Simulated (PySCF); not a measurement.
EPR parameters of [C7H7NO]+

Species: C7H7NO (charge +1 and doublet state).
Structure used (GFN2-xTB), in Å, numbered top down from 1:
```
atom  x, y, z in Å
N1     2.6711   -0.4753   -0.6828
C2     1.4452   -0.6267   -1.1586
O3     1.1213   -0.9599   -2.2819
C4     0.2568   -0.3036   -0.3195
C5    -0.8786   -1.0772   -0.2129
C6    -1.8331   -0.2974    0.5426
C7    -1.5881    1.1865    0.2759
C8    -0.0775    0.9823    0.3032
C9    -1.0196    0.6505    1.4679
H10    3.4551   -0.6737   -1.2904
H11    2.8618   -0.2079    0.2690
H12   -1.0280   -2.0711   -0.5949
H13   -2.8032   -0.6658    0.8314
H14   -2.2328    1.9834   -0.0297
H15    0.6021    1.8178    0.3389
H16   -0.9600    0.7472    2.5305
```

The hyperfine couplings belong to this conformer and change with its torsions.

As a line formula: `NC(=O)[C+]1[CH][C@@H]2[C@@H]3[C@H]1[C@H]23` [radical] (charge +1).

Computed, not measured: UKS B3LYP, pcH-1 on C H N O, non-relativistic, mean-field spin-orbit, GIAO (PySCF 2.14.0). One conformer (not necessarily the lowest) at the GFN2-xTB geometry, without solvent, vibrations or thermal averaging. The geometry wasn't refined by DFT: couplings that depend on bond lengths, twists or pyramidal angles can differ widely from those at the functional's own minimum, by a factor of two or more for some ions and for spin on atoms past the first row. The frame is twisted about the C2–C4 bond at this geometry (dihedral O3–C2–C4–C5 = 47°); couplings at other torsion angles weren't computed. The SCF solution wasn't tested for stability.

* g1, g2, g3: 2.00203, 2.00365, 2.00404
* g_iso: 2.00324
* Form of g: rhombic: the two nearest values differ by 19 % of g3 − g1
* ⟨S²⟩: 0.7569 (exact 0.7500)
* Basis functions: 295

Isotropic coupling and dipolar principal values T1 to T3, in mT (MHz turned into mT with g_iso):

```
atom  isotope  a_iso     T1     T2    T3  Mulliken spin population
  N1      14N  -0.09  -0.06   0.01  0.05                      0.00
  C2      13C  -0.63  -0.20   0.05  0.16                     -0.04
  O3      17O  -0.86  -3.11   1.47  1.64                      0.26
  C4      13C   0.39  -1.09  -0.95  2.04                      0.28
  C5      13C   0.60  -1.04  -0.97  2.00                      0.32
  C6      13C  -0.36  -0.16  -0.10  0.26                      0.00
  C7      13C   2.19  -0.23  -0.21  0.43                      0.03
  C8      13C  -0.31  -0.14  -0.08  0.22                     -0.01
  C9      13C   3.20  -0.55  -0.54  1.09                      0.13
 H10       1H  -0.05  -0.08  -0.04  0.12                      0.00
 H11       1H   0.14  -0.07  -0.03  0.11                      0.00
 H12       1H  -0.87  -0.48  -0.12  0.60                     -0.01
 H13       1H  -0.12  -0.11  -0.09  0.20                      0.00
 H14       1H   2.67  -0.11  -0.08  0.20                      0.03
 H15       1H  -0.10  -0.12  -0.05  0.18                      0.00
 H16       1H   1.98  -0.26  -0.09  0.35                      0.02
```

The largest Mulliken spin populations are on C5 (+0.32), C4 (+0.28), O3 (+0.26) and C9 (+0.13). Three atoms exceed +0.15.

The SMILES `NC(=O)[C+]1[CH][C@@H]2[C@@H]3[C@H]1[C@H]23` draws the unpaired electron on C5, whose computed spin population is only +0.32.

Axes: g3 points within 6° of the C4–C5 bond.

Under fast tumbling the dipolar parts average out, and these isotropic splittings remain (the largest six): 2 × 1H (H14/H16, I = 1/2, 3 lines) with 2.33 mT, 1 × 1H (H12, I = 1/2, 2 lines) with 0.87 mT, 1 × 1H (H11, I = 1/2, 2 lines) with 0.14 mT, 1 × 1H (H13, I = 1/2, 2 lines) with 0.12 mT, 1 × 1H (H15, I = 1/2, 2 lines) with 0.10 mT and 1 × 14N (N1, I = 1, 3 lines) with 0.09 mT.

Nuclei that the bonding pattern makes equivalent are averaged, as if the motion that swaps them (rotation, inversion, ring flip) were fast. H10 and H11 aren't averaged: N1 is flat or nearly so (angle sum 360°), and its turn about the short N1–C2 bond (1.32 Å) is taken as slow. The 1H value of +65.2 MHz is a mean of couplings from 55.6 to 74.8 MHz in this one geometry, not an average over conformers.

The 13C coupling of C7/C9 (mean 75.6 MHz) shows only in satellite lines or after enrichment, since that isotope makes up about 1.07 % of natural carbon.

The 17O coupling of O3 (-24.0 MHz) shows only in satellite lines or after enrichment, since that isotope makes up about 0.038 % of natural oxygen.
